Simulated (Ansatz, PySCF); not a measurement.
System: H2B, doublet: symmetric bend, bond length relaxed. Scanned: H-B-H angle. Other coordinates (B-H bond length) were minimised at PBE0/def2-TZVP.

Methods: UKS-B3LYP/6-31G* = unrestricted B3LYP/6-31G*, spherical d (PySCF); UKS-BLYP/def2-TZVP = Ansatz (a program for electronic structure) with unrestricted BLYP/def2-TZVP; UKS-PBE/def2-TZVP = Ansatz with unrestricted PBE/def2-TZVP; FCI/def2-TZVP = full CI/def2-TZVP, frozen core (Ansatz).

Energies relative to the lowest point of each profile, in mEh:

```tsv
a / °	UKS-B3LYP/6-31G*	UKS-BLYP/def2-TZVP	UKS-PBE/def2-TZVP
170.40	11.8	9.3	9.1
157.91	7.9	6.1	6.0
149.81	4.9	3.6	3.6
139.35	1.5	1.0	1.0
130.84	0.0	0.0	0.0
122.42	0.3	0.7	0.6
112.32	3.6	4.1	4.0
100.18	12.5	12.9	12.6
92.02	22.1	22.2	21.6
78.73	44.9	43.6	42.5
69.02	67.8	64.8	63.2
60	94.2	88.9	86.9
```

Estimate the FCI/def2-TZVP values at these points.

170.40: 11.5; 157.91: 7.5; 149.81: 4.5; 139.35: 1.2; 130.84: 0.0; 122.42: 0.6; 112.32: 4.1; 100.18: 13.2; 92.02: 22.8; 78.73: 45.3; 69.02: 67.5; 60: 92.8 (mEh).

The scan ran from 180.0 to 60.0; beyond the range shown the relaxed coordinates jump or full CI changes its symmetry label.
